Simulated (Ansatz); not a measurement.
Molecule: sum formula H4Si2OCl (charge 0, doublet). It need not be the lowest isomer of its formula. SMILES: [SiH3]O[SiH]Cl
Structure (B3LYP-D3(BJ)/def2-TZVP (Ansatz, a first-principles code) minimum search):
```xyz
8

Si    -2.0895     0.1230    -0.1980
O     -0.6079     0.8466    -0.3020
Si     0.9579     0.7771     0.1410
Cl     1.5596    -1.2090     0.2743
H     -2.1072    -1.0912    -1.0406
H     -2.3734    -0.2397     1.2080
H     -3.0911     1.0943    -0.6818
H      1.7642     1.4153    -0.9357
```
Charge 0, spin multiplicity 2.

Computed values are from Ansatz. Cores are frozen in the correlated levels unless marked. UHF or UKS for open shells. No spin-orbit coupling. Non-relativistic. Basis-set limits of correlation are two-point, X^-3; Hartree-Fock from the larger set.

Task: What is the atomisation energy De at CCSD(T)/CBS(aug-cc-pV(T+d)Z,aug-cc-pV(Q+d)Z)?

Result: 2605.7 kJ/mol.

Task: What is the dipole moment at CCSD(T)/aug-cc-pV(D+d)Z?

Result: 1.13 D.

Task: What is the total energy at CCSD(T)/CBS(aug-cc-pV(T+d)Z,aug-cc-pV(Q+d)Z)?

Result: -1115.5818 Eh.

Task: What is the T1 diagnostic at CCSD/aug-cc-pV(Q+d)Z?

Result: 0.013.
